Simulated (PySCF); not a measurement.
Vertical excitations of a molecule C2H7BO2 from PySCF with TDA-PBE/def2-SVPD, as energy in eV (oscillator strength): 6.68 (0.027), 7.01 (0.000), 7.42 (0.000), 7.58 (0.001), 7.88 (0.001), 7.93 (0.008), 7.95 (0.007), 8.00 (0.059), 8.15 (0.022), 8.28 (0.000). Lowest triplet (TDA): 6.55 eV. Geometry: PBE0-D3(BJ)/def2-SVP. One conformer was computed; it need not be the lowest.

Q: Which molecule gave these data?
(A) COBOC
(B) CCOBO
(C) CCB(O)O
(D) COB(C)O

A: C, CCB(O)O
